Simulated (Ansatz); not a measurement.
Start from `CBOCO` and change one atom or group to get `C[SiH2]OCO`.

Ansatz, PBE0-D4/def2-TZVP geometries, multiplicity 1. Each molecule was computed in one conformer, which needn't be the lowest.

```tsv
property	`CBOCO`
LUMO energy (PBE/def2-TZVPP) / eV	-0.89
HOMO–LUMO gap (PBE0/def2-TZVPP) / eV	8.59
size of the dipole moment (PBE/def2-TZVPP) / D	1.14
size of the dipole moment (B3LYP/def2-TZVPP) / D	1.11
HOMO–LUMO gap (ωB97M-V/def2-TZVPP) / eV	12.82
HOMO–LUMO gap (PBE/def2-TZVPP) / eV	6.07
```

Problem. Give the same properties after the change, and the shifts. (Estimate.)

Solution. The calculation gave: 
```tsv
property	`C[SiH2]OCO`	shift
LUMO energy (PBE/def2-TZVPP) / eV	-0.06	0.83
HOMO–LUMO gap (PBE0/def2-TZVPP) / eV	9.03	0.44
size of the dipole moment (PBE/def2-TZVPP) / D	1.11	-0.03
size of the dipole moment (B3LYP/def2-TZVPP) / D	1.08	-0.03
HOMO–LUMO gap (ωB97M-V/def2-TZVPP) / eV	12.94	0.12
HOMO–LUMO gap (PBE/def2-TZVPP) / eV	6.60	0.53
```

With PBE0 the HOMO rises by 0.25 eV and the LUMO rises by 0.68 eV, so the gap widens by about 0.43 eV. PBE moves the HOMO by 0.29 eV and ωB97M-V by 0.22 eV. Dipoles are sizes alone; their direction can turn.

B3LYP here is the variant with VWN-RPA as its local correlation; programs differ in this.
